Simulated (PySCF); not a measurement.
A PySCF script (with the pyscf-properties extension) for the NMR shieldings of SMILES NBB(F)F, B2F2H3N, on a PBE0-D3(BJ)/def2-SVP geometry:

```python
import basis_set_exchange as bse
import numpy as np
from pyscf import gto, dft
from pyscf.prop import nmr

atoms = """
N    -1.216169   -0.376822    0.184047
B    -0.134832    0.328006   -0.328586
B     1.492214   -0.055478    0.019436
F     2.143844    0.431638    1.067546
F     2.218528   -0.837805   -0.767393
H    -2.175219   -0.143922   -0.042083
H    -1.138236   -1.172865    0.804105
H    -0.388492    1.256683   -1.068089
"""
names = dict.fromkeys(["N", "B", "F", "H"], "pcSseg-1")
basis = {el: gto.basis.parse(bse.get_basis(n, elements=[el], fmt="nwchem")) for el, n in names.items()}
mol = gto.M(atom=atoms, basis=basis, charge=0, verbose=0)
mf = dft.RKS(mol, xc="PBE0")
mf.grids.level = 2
mf.grids.alignment = dft.numint.BLKSIZE   # the property module wants whole blocks of grid points
mf.conv_tol = 1e-9
mf.kernel()

calc = nmr.RKS(mf)   # GIAO
C = mf.mo_coeff
Co = C[:, mf.mo_occ > 0]
resp = mf.gen_response(singlet=True, hermi=2)
def vind(x):   # induced exchange potential for any number of trial vectors
    d = np.einsum("pi,xij,qj->xpq", C, 2 * x.reshape(-1, C.shape[1], Co.shape[1]), Co, optimize=True)
    return np.einsum("xpq,pi,qj->xij", resp(d - d.transpose(0, 2, 1)), C, Co, optimize=True).ravel()
mo1, _ = nmr.rhf.solve_mo1(calc, with_cphf=vind)
sigma = calc.kernel(mo1)
for i, s in enumerate(sigma):   # ppm
    print("%2d %-2s %9.2f" % (i, mol.atom_pure_symbol(i), np.trace(s) / 3))
```

Question: What are the results?

Answer: 
```
 0 N     137.48
 1 B      61.51
 2 B      70.88
 3 F     213.71
 4 F     212.92
 5 H      26.51
 6 H      26.82
 7 H      26.10
```

These numbers come from an equivalent density-fitted implementation of the same equations, which agrees with the script to about 0.01 ppm for H and up to a few tenths of a ppm for heavy atoms, so last digits may differ.

Size and cost of the density-fitted run: 100 basis functions, 4.8 s wall time on 1 thread of an x86-64 server CPU, shared host.
